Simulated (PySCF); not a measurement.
Species: C₃H₁₁FGaN.
Geometry (PBE0-D3(BJ)/def2-SVP, Å), atoms numbered from 1 in this order:
```
atom  x, y, z in Å
C1    -0.7610   -1.5231   -0.3538
C2    -0.7863   -0.0490   -0.7452
C3    -1.6996    0.7687    0.1641
Ga4    1.0517    0.7017   -0.8177
N5     1.7987    0.3807    1.1567
F6     2.2716   -0.5090   -1.3695
H7    -0.3710   -1.6694    0.6704
H8    -1.7720   -1.9699   -0.3644
H9    -0.1220   -2.1162   -1.0253
H10   -1.1769    0.0249   -1.7767
H11   -1.7650    1.8238   -0.1472
H12   -1.3484    0.7637    1.2124
H13   -2.7295    0.3674    0.1819
H14    1.4882    2.1828   -1.1361
H15    2.5198   -0.3054    0.9207
H16    1.1514   -0.0424    1.8206
H17    2.2436    1.1831    1.5994
```

Method used: PBE0-D3(BJ)/def2-SVP geometry optimisation, gas phase in PySCF.

Q: Which atoms are bound to Ga4, and at what distances?

A: 4 atoms: H14 1.577 Å, F6 1.805 Å, C2 1.987 Å, N5 2.135 Å. The nearest atom not counted as bound is H15, at 2.49 Å.

Q: List the angles at Ga4.

A: 
```
     angle  degrees  distance of the outer atoms (Å)
C2–Ga4–H14    128.2                             3.21
 C2–Ga4–F6    112.5                             3.15
F6–Ga4–H14    112.4                             2.81
 C2–Ga4–N5    103.5                             3.24
N5–Ga4–H14    103.4                             2.93
 N5–Ga4–F6     86.9                             2.72
```

Q: Describe the arrangement about Ga4 in numbers.

A: Angles from 86.9° to 128.2°; τ4 = (360° − α − β)/141° = 0.85 with α and β the two widest (0 for a square, 1 for a tetrahedron).

Q: What are the other bond lengths?

A: C1–C2 1.525 Å; C2–C3 1.526 Å; C1–H7, C1–H8, C1–H9 1.104 Å; C2–H10 1.105 Å; C3–H11, C3–H12, C3–H13 1.104 Å; N5–H15, N5–H16, N5–H17 1.020 Å.

Q: Give some angles away from the centre.

A: C1–C2–C3 112.0°, C1–C2–Ga4 111.0°, C3–C2–Ga4 111.9°.

Q: What are the rotational constants (commonest isotopes, rigid rotor)?

A: A = 2994, B = 1612, C = 1511 MHz: an asymmetric top.

Point group: C1 (no symmetry element, even within 0.4 Å). Charge 0, singlet. Not checked by PBE0-D3(BJ)/def2-SVP frequencies.

On an Arm Neoverse V1 with one thread, no GPU, on a shared host, this took 5.8 min. This is the geometry optimisation.

One conformer stands for the species.
